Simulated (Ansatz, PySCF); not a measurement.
Species: sum formula SnOF, charge 0, multiplicity 2. It need not be the lowest isomer of its formula. 
Coordinates optimised at B3LYP-D3(BJ)/def2-TZVP (Ansatz, a first-principles code):
```
Sn
F 1 1.9516
O 1 2.0063 2 96.20
```
Charge 0, spin multiplicity 2.

Total electronic energies in hartree. Cores are frozen in the correlated levels unless marked. Open shells are spin-unrestricted. No spin-orbit coupling. Frozen are the shells of the preceding noble gas and the d and f shells that filled before the atom's block. Past Kr the def2 sets carry scalar-relativistic core potentials. CBS(X,Y): correlation extrapolated as X^-3; Hartree-Fock from the larger set. The bracket is a focal-point correction in the basis named.

| level | program | energy (Eh) |
|---|---|---|
| HF/def2-TZVPPD | Ansatz | -387.74802 |
| revPBE/def2-TZVPD | Ansatz | -389.43330 |
| TPSS/def2-TZVPD | PySCF | -389.36827 |
| PBE0-D3(BJ)/def2-TZVPD | Ansatz + dftd3 | -389.26722 |
| r2SCAN0-D4/def2-TZVPD | Ansatz + dftd4 | -389.38464 |
| LC-wPBE-D3(BJ)/def2-TZVPD | Ansatz + dftd3 | -389.36139 |
| MP2/def2-TZVPPD | Ansatz | -388.27532 |
| RI-MP2/CBS(def2-TZVPP,def2-QZVPP) | Ansatz | -388.3649 |
| RI-MP2/CBS(def2-TZVPPD,def2-QZVPPD)+[CCSD(T)-MP2]/def2-TZVPPD | Ansatz | -388.3967 |

Totals of different functionals don't rank their quality; only differences between species are comparable.
